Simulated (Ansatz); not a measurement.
Molecule: GeI2 (charge 0, singlet). 
Structure (B3LYP-D3(BJ)/def2-TZVP (Ansatz, an electronic-structure program) minimum search):
```
Ge
I 1 2.5828
I 1 2.5828 2 102.59
```
Charge 0, spin multiplicity 1.

Wanted: vertical ionisation energy (to the doublet state of charge +1; each state is the SCF solution reached for its spin), in eV. Cores are frozen in the correlated levels unless marked. Open shells are spin-unrestricted. Spin-orbit coupling is left out. The frozen core is the preceding noble-gas configuration, with the filled d and f shells of earlier blocks. Past Kr the def2 sets carry scalar-relativistic core potentials. CBS(X,Y): correlation extrapolated as X^-3; Hartree-Fock from the larger set. [CCSD(T)-MP2]/basis is that difference in the basis named.

| level | program | vertical ionisation energy (eV) |
|---|---|---|
| HF/def2-SVPD | Ansatz | 8.65 |

**Question.** Predict the RI-MP2/CBS(def2-TZVPPD,def2-QZVPPD)+[CCSD(T)-MP2]/def2-TZVPPD result (Ansatz).

**Answer.** 9.25 eV
